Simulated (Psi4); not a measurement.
bromine (Br$_{2}$), singlet, at a GFN2-xTB geometry; Psi4 with PBE/def2-SV(P).

The Psi4 input:
```
memory 2 GB

molecule {
0 1
Br   -0.00000000   -0.00000000   -1.14058940
Br    0.00000000    0.00000000    1.14058940
}

set {
  basis def2-sv(p)
}

energy('pbe')
print_variables()
```

### Question
Predict the main parts of the log of this Psi4 run.

### Answer

```
   => Loading Basis Set <=

    Name: DEF2-SV(P)
    Role: ORBITAL
    Keyword: BASIS

         ---------------------------------------------------------
                                   SCF
               by Justin Turney, Rob Parrish, Andy Simmonett
                          and Daniel G. A. Smith
                              RKS Reference
         ---------------------------------------------------------

  ==> Geometry <==

    Molecular point group: d2h
    Full point group: D_inf_h

    Geometry (in Angstrom), charge = 0, multiplicity = 1:

       Center              X                  Y                   Z               Mass
    ------------   -----------------  -----------------  -----------------  -----------------
         BR           0.000000000000     0.000000000000    -1.140589400000    78.918337600000
         BR           0.000000000000     0.000000000000     1.140589400000    78.918337600000

  Running in d2h symmetry.

  Rotational constants: A = ************  B =      0.08210  C =      0.08210 [cm^-1]
  Rotational constants: A = ************  B =   2461.22101  C =   2461.22101 [MHz]
  Nuclear repulsion =  284.169782338302355

  Charge       = 0
  Multiplicity = 1
  Electrons    = 70
  Nalpha       = 35
  Nbeta        = 35

  ==> Algorithm <==

  SCF Algorithm Type is DF.
  DIIS enabled.
  MOM disabled.
  Fractional occupation disabled.
  Guess Type is SAD.
  Energy threshold   = 1.00e-06
  Density threshold  = 1.00e-06
  Integral threshold = 1.00e-12

  ==> Primary Basis <==

  Basis Set: DEF2-SV(P)
    Blend: DEF2-SV(P)
    Number of shells: 24
    Number of basis functions: 64
    Number of Cartesian functions: 70
    Spherical Harmonics?: true
    Max angular momentum: 2

  ==> DFT Potential <==

   => LibXC <=

    Version 7.1.2
    S. Lehtola, C. Steigemann, M. J. T. Oliveira, and M. A. L. Marques,  SoftwareX 7, 1–5 (2018) (10.1016/j.softx.2017.11.002)

   => Composite Functional: PBE <=

    PBE GGA Exchange-Correlation Functional

    J.P. Perdew et. al., Phys. Rev. Lett., 77(18), 3865-3868, 1996

    Deriv               =              1
    GGA                 =           TRUE
    Meta                =          FALSE

    Exchange Hybrid     =          FALSE
    MP2 Hybrid          =          FALSE

   => Exchange Functionals <=

    1.0000     XC_GGA_X_PBE

   => Correlation Functionals <=

    1.0000     XC_GGA_C_PBE

   => LibXC Density Thresholds  <==

    XC_GGA_C_PBE:  1.00E-12
    XC_GGA_X_PBE:  1.00E-15

[...]
   @DF-RKS iter   4: -5146.90228757626210   -1.83459e-03   1.61318e-03 ADIIS/DIIS
   @DF-RKS iter   5: -5146.90327805002289   -9.90474e-04   1.06700e-04 ADIIS/DIIS
   @DF-RKS iter   6: -5146.90328129955560   -3.24953e-06   3.94869e-06 DIIS
   @DF-RKS iter   7: -5146.90328130579928   -6.24368e-09   1.37554e-07 DIIS
  Energy and wave function converged.

  ==> Post-Iterations <==

   Electrons on quadrature grid:
      Ntotal   =   70.0000011579 ; deviation = 1.158e-06

    Orbital Energies [Eh]
    ---------------------

    Doubly Occupied:

[...]
    Virtual:

[...]
    Final Occupation by Irrep:
             Ag   B1g   B2g   B3g    Au   B1u   B2u   B3u
    DOCC [     9,    1,    4,    4,    1,    8,    4,    4 ]
    NA   [     9,    1,    4,    4,    1,    8,    4,    4 ]
    NB   [     9,    1,    4,    4,    1,    8,    4,    4 ]

  @DF-RKS Final Energy: -5146.90328130579928

   => Energetics <=

    Nuclear Repulsion Energy =            284.1697823383023547
    One-Electron Energy =               -7729.2333785717046339
    Two-Electron Energy =                2480.0242539411369762
    DFT Exchange-Correlation Energy =    -181.8639390135327289
    Empirical Dispersion Energy =           0.0000000000000000
    VV10 Nonlocal Energy =                  0.0000000000000000
    Total Energy =                      -5146.9032813057992826

Computation Completed

Properties will be evaluated at   0.000000,   0.000000,   0.000000 [a0]

Properties computed using the SCF density matrix

 Multipole Moments:

 ------------------------------------------------------------------------------------
     Multipole            Electronic (a.u.)      Nuclear  (a.u.)        Total (a.u.)
 ------------------------------------------------------------------------------------

 L = 1.  Multiply by 2.5417464519 to convert [e a0] to [Debye]
 Dipole X            :          0.0000000            0.0000000            0.0000000
 Dipole Y            :          0.0000000            0.0000000            0.0000000
 Dipole Z            :          0.0000000            0.0000000            0.0000000
 Magnitude           :                                                    0.0000000

 ------------------------------------------------------------------------------------

  Variable Map:
  ----------------------------------------------------------------------------
[...]
  Array Variable Map:
  ----------------------------------------------------------------------------
[...]
[...]
```
